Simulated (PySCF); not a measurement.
## Telling isomers of C8H8FP apart by NMR

- PBE0/pcSseg-1 with gauge-including orbitals
- GFN2-xTB geometry
- code: PySCF 2.14.0 with density-fitted response routines
- non-relativistic, no solvent, fast rotation and ring inversion assumed for equivalent nuclei, one computed conformer

δ = σ(ref) − σ, references computed at the same level: ¹H, ¹³C vs TMS. Splittings of carbon signals by F and P are missing where no couplings were computed. Where no couplings were computed, multiplicities follow the n + 1 count of equivalent neighbours, and m marks all less simple cases (inequivalent or close neighbours, rings, F or P nearby). Shifts are as computed. Against solution values, carbons near 30 ppm lie about +3 ppm off and those near 130 ppm about +5 ppm. Of 1211 compounds with measured shifts, 218 miss one by over three times the rms of a fit or turn the order of signals round; such compounds aren't used in these exercises.

(1) Tabulate the signals of `Fc1ccccc1P1CC1`, `Fc1cccc(C2CC2)p1`, `Cc1cccc(/P=C\F)c1`, `C/C=P\c1ccc(F)cc1` and their relative energies.

(2) What is the quickest way to tell Fc1cccc(C2CC2)p1 from Cc1cccc(/P=C\F)c1?

(3) What is the quickest way to tell Cc1cccc(/P=C\F)c1 from C/C=P\c1ccc(F)cc1?

(4) What is the quickest way to tell Fc1cccc(C2CC2)p1 from C/C=P\c1ccc(F)cc1?

Answers

(1) 
```tsv
SMILES	carbon types	δC	δH	E rel. (kcal/mol)
Fc1ccccc1P1CC1	2×C 4×CH 2×CH2	174.6, 140.9, 139.9, 135.1, 128.8, 120.2, 11.9	7.81 (m, 1H), 7.50 (m, 1H), 7.28 (m, 1H), 7.20 (m, 1H), 1.14 (m, 4H)	0.0
Fc1cccc(C2CC2)p1	2×C 4×CH 2×CH2	212.3, 194.3, 136.7, 133.5, 124.6, 25.6, 24.0	7.75 (m, 1H), 7.64 (m, 1H), 7.53 (m, 1H), 2.02 (m, 1H), 1.48 (m, 2H), 1.00 (m, 2H)	12.6
Cc1cccc(/P=C\F)c1	2×C 5×CH 1×CH3	209.3, 143.4, 140.9, 139.8, 135.4, 134.7, 133.9, 24.1	8.53 (m, 1H), 7.76 (m, 1H), 7.66 (m, 1H), 7.54 (m, 1H), 7.50 (d, 1H), 2.53 (s, 3H)	8.8
C/C=P\c1ccc(F)cc1	2×C 5×CH 1×CH3	201.8, 173.4, 143.9, 140.2, 121.4, 24.7	8.95 (m, 1H), 7.65 (m, 2H), 7.42 (m, 2H), 2.14 (m, 3H)	4.1
```

Energies are electronic energies at PBE0/pcSseg-1 on these geometries, without zero-point or thermal terms, each for the one conformer computed, which needn't be the lowest.

(2) Count the carbon signals: 7 against 8. The first has an aromatic carbon bearing fluorine (C) at 212.3 ppm, the second a carbon double-bonded to a heavier main-group atom (CH) at 209.3 ppm. In the proton spectra the most deshielded non-exchanging signals are 7.75 (m, 1H) and 8.53 (m, 1H).

(3) Count the carbon signals: 8 against 6. The first has a carbon double-bonded to a heavier main-group atom (CH) at 209.3 ppm, the second an aromatic carbon bearing fluorine (C) at 173.4 ppm. Their most deshielded carbons lie at 209.3 and 201.8 ppm. In the proton spectra the most deshielded non-exchanging signals are 8.53 (m, 1H) and 8.95 (m, 1H).

(4) Count the carbon signals: 7 against 6. The first has a three-membered-ring carbon (CH) at 25.6 ppm, the second a carbon double-bonded to a heavier main-group atom (CH) at 201.8 ppm. Their most deshielded carbons lie at 212.3 and 201.8 ppm. In the proton spectra the most deshielded non-exchanging signals are 7.75 (m, 1H) and 8.95 (m, 1H).
